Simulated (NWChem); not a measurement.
System: TeF3, doublet; SMILES F[Te](F)F

Excerpt of the output:

```
             Northwest Computational Chemistry Package (NWChem) 7.3.0
             --------------------------------------------------------

 CS  symmetry detected

                             Geometry "geometry" -> ""
                             -------------------------

 Output coordinates in angstroms (scale by  1.889725989 to convert to a.u.)

  No.       Tag          Charge          X              Y              Z
 ---- ---------------- ---------- -------------- -------------- --------------
    1 Te                  52.0000    -0.25930358     0.00151751     0.00000000
    2 F                    9.0000    -0.07307109    -0.00496764    -1.95703173
    3 F                    9.0000    -0.07307109    -0.00496764     1.95703173
    4 F                    9.0000     1.64434060     0.00116746     0.00000000

 Effective nuclear repulsion energy (a.u.)     425.9234611748

      Symmetry information
      --------------------

 Group name             Cs
 Group number              2
 Group order               2
 No. of unique centers     3

 Summary of "ao basis" -> "ao basis" (spherical)
 ------------------------------------------------------------------------------
       Tag                 Description            Shells   Functions and Types
 ---------------- ------------------------------  ------  ---------------------
 Te                         def2-svp                10       26   4s4p2d
 F                          def2-svp                 6       14   3s2p1d

      Symmetry analysis of basis
      --------------------------

        a'         42
        a"         26

            General Information
            -------------------
          SCF calculation type: DFT
          Wavefunction type:  spin polarized.
          No. of atoms     :     4
          No. of electrons :    51
           Alpha electrons :    26
            Beta electrons :    25
          Charge           :     0
          Spin multiplicity:     2
          Use of symmetry is: on ; symmetry adaption is: on
          Maximum number of iterations: 150
          AO basis - number of functions:    68
                     number of shells:    28
          Convergence on energy requested:  1.00D-06
          Convergence on density requested:  1.00D-05
          Convergence on gradient requested:  5.00D-04

              XC Information
              --------------
          PerdewBurkeErnzerhof Exchange Functional  1.000
            Perdew 1991 LDA Correlation Functional  1.000 local
           PerdewBurkeErnz. Correlation Functional  1.000 non-local

             Grid Information
             ----------------
          Grid used for XC integration:  xcoarse
          Radial quadrature: Mura-Knowles
          Angular quadrature: Lebedev.
          Tag              B.-S. Rad. Rad. Pts. Rad. Cut. Ang. Pts.
          ---              ---------- --------- --------- ---------
          Te                  1.40       84           5.0       194
          F                   0.50       21           8.0       194
          Grid pruning is: on
          Number of quadrature shells:   126
          Spatial weights used:  Erf1

      Superposition of Atomic Density Guess
      -------------------------------------

 Sum of atomic energies:        -609.10125251

      Non-variational initial energy
      ------------------------------

 Total energy =    -564.772663
 1-e energy   =   -1323.770493
 2-e energy   =     538.792533
 HOMO         =      -0.194394
 LUMO         =      -0.032066

   Symmetry analysis of molecular orbitals - initial alpha
   -------------------------------------------------------

  Numbering of irreducible representations:

     1 a'          2 a"

  Orbital symmetries:

     1 a'          2 a"          3 a'          4 a'          5 a"
     6 a'          7 a'          8 a'          9 a'         10 a"
    11 a"         12 a'         13 a'         14 a"         15 a'
    16 a'         17 a"         18 a'         19 a'         20 a"
    21 a"         22 a'         23 a'         24 a"         25 a'
    26 a'         27 a'         28 a"         29 a'         30 a'
    31 a"         32 a'         33 a'         34 a"         35 a"
    36 a'

   Symmetry analysis of molecular orbitals - initial beta
   ------------------------------------------------------

  Numbering of irreducible representations:

     1 a'          2 a"

  Orbital symmetries:

     1 a'          2 a"          3 a'          4 a'          5 a"
     6 a'          7 a'          8 a'          9 a'         10 a"
    11 a"         12 a'         13 a'         14 a"         15 a'
    16 a'         17 a"         18 a'         19 a'         20 a"
    21 a"         22 a'         23 a'         24 a"         25 a'
    26 a'         27 a'         28 a"         29 a'         30 a'
    31 a"         32 a'         33 a'         34 a"         35 a"
    36 a'

     ---------------------------------------------
      Total Density - Mulliken Population Analysis
     ---------------------------------------------

    Atom       Charge   Shell Charges
 -----------   ------   -------------------------------------------------------
    1 Te  24    21.97   1.77  0.28  1.24  0.65  2.94  3.08  1.04  0.80  9.86  0.32
    2 F    9     9.70   1.99  1.15  0.81  3.53  2.22  0.00
    3 F    9     9.70   1.99  1.15  0.81  3.53  2.22  0.00
    4 F    9     9.62   1.99  1.14  0.81  3.47  2.20  0.00

     --------------------------------------------
      Spin Density - Mulliken Population Analysis
     --------------------------------------------

    Atom       Charge   Shell Charges
 -----------   ------   -------------------------------------------------------
    1 Te  24     0.92  -0.00  0.00  0.00  0.00 -0.03  0.03  0.43  0.49  0.00  0.00
    2 F    9     0.03   0.00  0.00 -0.00  0.02  0.00  0.00
    3 F    9     0.03   0.00  0.00 -0.00  0.02  0.00  0.00
    4 F    9     0.03   0.00  0.00 -0.00  0.03  0.00  0.00

   convergence    iter        energy       DeltaE   RMS-Dens  Diis-err
 ---------------- ----- ----------------- --------- --------- ---------
 d= 0,ls=0.0,diis     1   -566.7896362690 -7.87D+02  2.38D-02  3.75D-01
                                                     2.59D-02  3.73D-01
 d= 0,ls=0.0,diis     2   -565.3966175663  1.39D+00  1.49D-02  3.83D+00
                                                     1.82D-02  3.61D+00
 d= 0,ls=0.0,diis     3   -566.9250308144 -1.53D+00  4.08D-03  1.73D-01
                                                     5.42D-03  1.83D-01
 d= 0,ls=0.0,diis     4   -566.9808522768 -5.58D-02  1.55D-03  4.11D-02
                                                     1.85D-03  4.13D-02
 d= 0,ls=0.0,diis     5   -566.9960800955 -1.52D-02  3.98D-04  6.21D-04
                                                     3.61D-04  5.63D-04
  Resetting Diis
 d= 0,ls=0.0,diis     6   -566.9963042204 -2.24D-04  9.15D-05  2.71D-05
                                                     1.04D-04  2.58D-05
 d= 0,ls=0.0,diis     7   -566.9963167383 -1.25D-05  5.43D-05  2.71D-06
                                                     6.82D-05  2.98D-06
 d= 0,ls=0.0,diis     8   -566.9963067278  1.00D-05  3.53D-05  2.88D-05
                                                     4.53D-05  2.91D-05
 d= 0,ls=0.0,diis     9   -566.9963180848 -1.14D-05  5.57D-06  1.01D-07
                                                     6.02D-06  9.48D-08
 d= 0,ls=0.0,diis    10   -566.9963181347 -5.00D-08  1.55D-06  4.63D-08
                                                     1.95D-06  4.37D-08

         Total DFT energy =     -566.996318134732
      One electron energy =    -1323.762498973532
           Coulomb energy =      588.482014726526
    Exchange-Corr. energy =      -51.921130591728
 Nuclear repulsion energy =      220.205296704002

 Numeric. integr. density =       50.998053845772

                  Occupations of the irreducible representations
                  ----------------------------------------------

                     irrep           alpha         beta
                     --------     --------     --------
                     a'               17.0         16.0
                     a"                9.0          9.0

                    DFT Final Alpha Molecular Orbital Analysis
                    ------------------------------------------

 Vector   24  Occ=1.000000D+00  E=-3.201331D-01  Symmetry=a"
              MO Center=  3.5D-01, -3.3D-03, -4.6D-14, r^2= 3.8D+00
   Bfn.  Coefficient  Atom+Function         Bfn.  Coefficient  Atom+Function
  ----- ------------  ---------------      ----- ------------  ---------------
    30      0.393652  2 F  px                44     -0.393652  3 F  px
    60      0.362004  4 F  pz                33     -0.272084  2 F  px
    47      0.272084  3 F  px                63     -0.237446  4 F  pz
    32      0.114811  2 F  pz                46      0.114811  3 F  pz
    35     -0.084443  2 F  pz                49     -0.084443  3 F  pz

 Vector   25  Occ=1.000000D+00  E=-3.030796D-01  Symmetry=a'
              MO Center= -1.3D-01, -2.4D-03, -9.4D-14, r^2= 3.9D+00
   Bfn.  Coefficient  Atom+Function         Bfn.  Coefficient  Atom+Function
  ----- ------------  ---------------      ----- ------------  ---------------
    32      0.340748  2 F  pz                46     -0.340748  3 F  pz
     3      0.307965  1 Te s                 30     -0.281992  2 F  px
    44     -0.281992  3 F  px                 4      0.253746  1 Te s
    35     -0.228535  2 F  pz                49      0.228535  3 F  pz
    33      0.197954  2 F  px                47      0.197954  3 F  px

 Vector   26  Occ=1.000000D+00  E=-2.298058D-01  Symmetry=a'
              MO Center= -1.2D-01, -1.5D-03, -9.1D-15, r^2= 2.7D+00
   Bfn.  Coefficient  Atom+Function         Bfn.  Coefficient  Atom+Function
  ----- ------------  ---------------      ----- ------------  ---------------
    12      0.616330  1 Te py                15      0.401101  1 Te py
    31      0.265286  2 F  py                45      0.265286  3 F  py
    59      0.221678  4 F  py                 9     -0.219822  1 Te py
    34     -0.203855  2 F  py                48     -0.203855  3 F  py
     6     -0.171215  1 Te py                62     -0.168526  4 F  py

 Vector   27  Occ=0.000000D+00  E=-1.166333D-01  Symmetry=a'
              MO Center= -5.0D-02,  6.4D-04, -5.4D-15, r^2= 2.8D+00
   Bfn.  Coefficient  Atom+Function         Bfn.  Coefficient  Atom+Function
  ----- ------------  ---------------      ----- ------------  ---------------
    14      0.594105  1 Te px                11      0.551024  1 Te px
     3      0.390606  1 Te s                 58     -0.334929  4 F  px
    57     -0.275521  4 F  s                 61      0.276220  4 F  px
     8     -0.199830  1 Te px                26     -0.166481  1 Te d  2
     5     -0.153609  1 Te px                30      0.136016  2 F  px

 Vector   28  Occ=0.000000D+00  E=-3.785220D-02  Symmetry=a"
              MO Center= -3.4D-01,  3.6D-03,  6.2D-14, r^2= 3.0D+00
   Bfn.  Coefficient  Atom+Function         Bfn.  Coefficient  Atom+Function
  ----- ------------  ---------------      ----- ------------  ---------------
    16      0.816869  1 Te pz                13      0.605258  1 Te pz
    29      0.349922  2 F  s                 43     -0.349922  3 F  s
    35      0.271780  2 F  pz                49      0.271780  3 F  pz
    32     -0.266032  2 F  pz                46     -0.266032  3 F  pz
    10     -0.222481  1 Te pz                 7     -0.170331  1 Te pz

 Vector   29  Occ=0.000000D+00  E= 1.461228D-01  Symmetry=a'
              MO Center= -3.1D-01,  2.2D-03, -1.1D-14, r^2= 3.7D+00
   Bfn.  Coefficient  Atom+Function         Bfn.  Coefficient  Atom+Function
  ----- ------------  ---------------      ----- ------------  ---------------
     3      2.259620  1 Te s                  4     -2.249144  1 Te s
     2     -0.376178  1 Te s                  1     -0.282485  1 Te s
    57      0.244031  4 F  s                 29      0.227717  2 F  s
    43      0.227717  3 F  s                 26      0.211711  1 Te d  2
    11     -0.134055  1 Te px                24      0.096633  1 Te d  0

                     DFT Final Beta Molecular Orbital Analysis
                     -----------------------------------------

 Vector   23  Occ=1.000000D+00  E=-3.272783D-01  Symmetry=a"
              MO Center= -7.9D-02, -4.6D-03, -5.1D-13, r^2= 4.2D+00
   Bfn.  Coefficient  Atom+Function         Bfn.  Coefficient  Atom+Function
  ----- ------------  ---------------      ----- ------------  ---------------
    31      0.461220  2 F  py                45     -0.461220  3 F  py
    34     -0.328028  2 F  py                48      0.328028  3 F  py
    23      0.109103  1 Te d -1              18     -0.073158  1 Te d -1

 Vector   24  Occ=1.000000D+00  E=-3.175930D-01  Symmetry=a"
              MO Center=  3.5D-01, -3.4D-03,  1.5D-13, r^2= 3.8D+00
   Bfn.  Coefficient  Atom+Function         Bfn.  Coefficient  Atom+Function
  ----- ------------  ---------------      ----- ------------  ---------------
    30      0.394523  2 F  px                44     -0.394523  3 F  px
    60      0.358593  4 F  pz                33     -0.273993  2 F  px
    47      0.273993  3 F  px                63     -0.235810  4 F  pz
    32      0.113700  2 F  pz                46      0.113700  3 F  pz
    35     -0.083770  2 F  pz                49     -0.083770  3 F  pz

 Vector   25  Occ=1.000000D+00  E=-2.961199D-01  Symmetry=a'
              MO Center= -1.6D-01, -1.9D-03, -2.9D-14, r^2= 3.8D+00
   Bfn.  Coefficient  Atom+Function         Bfn.  Coefficient  Atom+Function
  ----- ------------  ---------------      ----- ------------  ---------------
    32      0.346120  2 F  pz                46     -0.346120  3 F  pz
     3      0.342733  1 Te s                 30     -0.267401  2 F  px
    44     -0.267401  3 F  px                 4      0.258975  1 Te s
    35     -0.235894  2 F  pz                49      0.235894  3 F  pz
    33      0.188572  2 F  px                47      0.188572  3 F  px

 Vector   26  Occ=0.000000D+00  E=-1.949584D-01  Symmetry=a'
              MO Center= -1.6D-01, -1.2D-03, -6.7D-15, r^2= 2.6D+00
   Bfn.  Coefficient  Atom+Function         Bfn.  Coefficient  Atom+Function
  ----- ------------  ---------------      ----- ------------  ---------------
    12      0.624600  1 Te py                15      0.433213  1 Te py
    31      0.241997  2 F  py                45      0.241997  3 F  py
     9     -0.226192  1 Te py                59      0.207594  4 F  py
    34     -0.187803  2 F  py                48     -0.187803  3 F  py
     6     -0.175021  1 Te py                62     -0.158236  4 F  py

 Vector   27  Occ=0.000000D+00  E=-1.051726D-01  Symmetry=a'
              MO Center= -4.1D-02,  7.6D-04, -4.7D-15, r^2= 2.8D+00
   Bfn.  Coefficient  Atom+Function         Bfn.  Coefficient  Atom+Function
  ----- ------------  ---------------      ----- ------------  ---------------
    14      0.598066  1 Te px                11      0.548726  1 Te px
     3      0.427597  1 Te s                 58     -0.334338  4 F  px
    57     -0.275682  4 F  s                 61      0.274938  4 F  px
     8     -0.199697  1 Te px                 5     -0.153160  1 Te px
    26     -0.151813  1 Te d  2               2     -0.138967  1 Te s

[...]

                         DFT ENERGY GRADIENTS

    atom               coordinates                        gradient
                 x          y          z           x          y          z
   1 Te     -0.490013   0.002868   0.000000    0.007253  -0.000029   0.000000
   2 F      -0.138084  -0.009387  -3.698254    0.000368   0.000015   0.009704
   3 F      -0.138084  -0.009387   3.698254    0.000368   0.000015  -0.009704
   4 F       3.107353   0.002206   0.000000   -0.007989  -0.000000   0.000000
```

Level: PBE/def2-SVP with def2 effective core potentials on Te, spin-unrestricted. Geometry: optimised at PBE0/def2-SVP, spin-unrestricted. This spin state was assumed; another may lie lower. No stability test was run on the SCF state. def2 effective core potentials on Te; no spin-orbit coupling.

Problem. Reconstruct the input file.

Solution. Several could match; the one computed here: the input that was run:
```
start job
memory heap 200 mb stack 900 mb global 1100 mb
geometry units angstroms noautoz
  Te    -0.155400     0.040971    -0.174701
  F     -0.945157    -1.687251     0.329302
  F      0.958260     1.606272    -0.592437
  F      1.491730    -0.770268     0.328007
end
basis spherical
  * library def2-svp
end
ecp
  Te library def2-ecp
end
dft
  odft
  mult 2
  xc xpbe96 cpbe96
  grid xcoarse
  iterations 150
  mulliken
end
task dft gradient
```
